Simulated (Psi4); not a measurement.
Psi4 input (wB97X-D/6-311+G**):

```
memory 1500 MB

molecule {
0 2
C    -1.87478400   -0.18471500    0.29341600
C    -0.66567400    0.14145800   -0.25313400
F    -0.62670500    0.81882000   -1.42159800
C     0.57897500   -0.15041800    0.26742500
F     1.71730400    0.18533100   -0.29661000
F     0.74019600   -0.80562700    1.40036600
H    -1.92370600   -0.72489800    1.22500200
H    -2.78455800    0.10024100   -0.21066900
symmetry c1
no_reorient
no_com
}

set {
  basis 6-311+G**
  reference uks
  scf_type df
  df_basis_scf def2-universal-jkfit
  dft_radial_points 99
  dft_spherical_points 590
  e_convergence 1e-8
  d_convergence 1e-7
  maxiter 150
}

e = energy('wb97x-d')
print_out(f'\nFINAL {e:.10f} DIPOLE {variable("CURRENT DIPOLE")[0]:.6f} {variable("CURRENT DIPOLE")[1]:.6f} {variable("CURRENT DIPOLE")[2]:.6f}\n')
```

Output:

```
   => Loading Basis Set <=

    Name: 6-311+G**
    Role: ORBITAL
    Keyword: BASIS
    atoms 1-2, 4 entry C          line   129 file 6-311pgss.gbs
    atoms 3, 5-6 entry F          line   192 file 6-311pgss.gbs
    atoms 7-8    entry H          line    42 file 6-311pgss.gbs

   => WB97X-D: Empirical Dispersion <=

    Chai and Head-Gordon Dispersion Correction
    Chai, J.-D.; Head-Gordon, M. (2010), J. Chem. Phys., 132: 6615-6620

        s6 =       1.000000

         ---------------------------------------------------------
                                   SCF
               by Justin Turney, Rob Parrish, Andy Simmonett
                          and Daniel G. A. Smith
                              UKS Reference
         ---------------------------------------------------------

  ==> Geometry <==

    Molecular point group: c1
    Full point group: C1

    Geometry (in Angstrom), charge = 0, multiplicity = 2:

       Center              X                  Y                   Z               Mass
    ------------   -----------------  -----------------  -----------------  -----------------
         C           -1.874784000000    -0.184715000000     0.293416000000    12.000000000000
         C           -0.665674000000     0.141458000000    -0.253134000000    12.000000000000
         F           -0.626705000000     0.818820000000    -1.421598000000    18.998403162730
         C            0.578975000000    -0.150418000000     0.267425000000    12.000000000000
         F            1.717304000000     0.185331000000    -0.296610000000    18.998403162730
         F            0.740196000000    -0.805627000000     1.400366000000    18.998403162730
         H           -1.923706000000    -0.724898000000     1.225002000000     1.007825032230
         H           -2.784558000000     0.100241000000    -0.210669000000     1.007825032230

  Running in c1 symmetry.

  Rotational constants: A =      0.17975  B =      0.11098  C =      0.06862 [cm^-1]
  Rotational constants: A =   5388.79973  B =   3327.05609  C =   2057.03712 [MHz]
  Nuclear repulsion =  233.855768980067836

  Charge       = 0
  Multiplicity = 2
  Electrons    = 47
  Nalpha       = 24
  Nbeta        = 23

  ==> Algorithm <==

  SCF Algorithm Type is DF.
  DIIS enabled.
  MOM disabled.
  Fractional occupation disabled.
  Guess Type is SAD.
[...]
      13A     -0.699156    14A     -0.672534    15A     -0.635069
      16A     -0.592957    17A     -0.575159    18A     -0.574971
      19A     -0.558025    20A     -0.549054    21A     -0.516661
      22A     -0.497819    23A     -0.378695

    Beta Virtual:

      24A     -0.027704    25A      0.064426    26A      0.083007
      27A      0.096705    28A      0.099928    29A      0.111141
      30A      0.123246    31A      0.136585    32A      0.150336
      33A      0.157379    34A      0.165914    35A      0.178698
      36A      0.183996    37A      0.193088    38A      0.206237
      39A      0.248928    40A      0.261396    41A      0.296500
      42A      0.330559    43A      0.335386    44A      0.341816
      45A      0.362851    46A      0.379054    47A      0.384186
      48A      0.398644    49A      0.410015    50A      0.424026
      51A      0.433709    52A      0.449673    53A      0.466043
      54A      0.487890    55A      0.504950    56A      0.548417
      57A      0.580459    58A      0.596036    59A      0.637776
      60A      0.655790    61A      0.707250    62A      0.713051
      63A      0.759731    64A      0.791822    65A      0.805407
      66A      0.866397    67A      0.918492    68A      0.961027
      69A      0.987891    70A      1.031448    71A      1.094994
      72A      1.138839    73A      1.209919    74A      1.301305
      75A      1.378069    76A      1.428837    77A      1.450949
      78A      1.462208    79A      1.470930    80A      1.490826
      81A      1.508490    82A      1.516900    83A      1.525184
      84A      1.547607    85A      1.574362    86A      1.614824
      87A      1.679766    88A      1.728206    89A      1.751940
      90A      1.833908    91A      1.851427    92A      1.935935
      93A      1.968221    94A      2.003407    95A      2.080351
      96A      2.084193    97A      2.162867    98A      2.173953
      99A      2.210884   100A      2.321034   101A      2.422136
     102A      2.633589   103A      2.699026   104A      2.700480
     105A      2.784083   106A      2.869972   107A      2.957953
     108A      2.978615   109A      3.138940   110A      3.210364
     111A      3.314994   112A      3.571954   113A      3.809067
     114A      3.821042   115A      3.826068   116A      3.840455
     117A      3.864815   118A      3.867060   119A      3.916842
     120A      3.989952   121A      4.024433   122A      4.070679
     123A      4.098732   124A      4.125745   125A      4.219525
     126A      4.335675   127A      4.773003   128A      4.932313
     129A      5.030332   130A      6.338842   131A      6.375263
     132A      6.421744   133A      6.444118   134A      6.450891
     135A      6.509413   136A      6.594924   137A      6.869907
     138A      6.976411   139A     23.637376   140A     24.024090
     141A     24.241315   142A     66.857551   143A     66.881579
     144A     66.935879

    Final Occupation by Irrep:
              A
    DOCC [    23 ]
    SOCC [     1 ]
    NA   [    24 ]
    NB   [    23 ]

  @DF-UKS Final Energy:  -414.96337825768211

   => Energetics <=

    Nuclear Repulsion Energy =            233.8557689800678361
    One-Electron Energy =               -1036.7094310854158721
    Two-Electron Energy =                 421.8709460965023368
    DFT Exchange-Correlation Energy =     -33.9786361846715295
    Empirical Dispersion Energy =          -0.0020260641649222
    VV10 Nonlocal Energy =                  0.0000000000000000
    Total Energy =                       -414.9633782576821091

  UHF NO Occupations:
  HONO-2 :   22  A 1.9994631
  HONO-1 :   23  A 1.9837256
  HONO-0 :   24  A 1.0000000
  LUNO+0 :   25  A 0.0162744
  LUNO+1 :   26  A 0.0005369
  LUNO+2 :   27  A 0.0004249
  LUNO+3 :   28  A 0.0001281

Computation Completed

Properties will be evaluated at   0.000000,   0.000000,   0.000000 [a0]

Properties computed using the SCF density matrix

 Multipole Moments:

 ------------------------------------------------------------------------------------
     Multipole            Electronic (a.u.)      Nuclear  (a.u.)        Total (a.u.)
 ------------------------------------------------------------------------------------

 L = 1.  Multiply by 2.5417464519 to convert [e a0] to [Debye]
 Dipole X            :         -0.4462940           -0.0000132           -0.4463072
 Dipole Y            :         -0.2010378            0.0000170           -0.2010208
 Dipole Z            :          0.3408893           -0.0000057            0.3408837
 Magnitude           :                                                    0.5964907

 ------------------------------------------------------------------------------------

FINAL -414.9633782577 DIPOLE -0.446307 -0.201021 0.340884

*** Psi4 exiting successfully. Buy a developer a beer!
```

The geometry given is a B3LYP-D3(BJ)/def2-TZVP minimum.
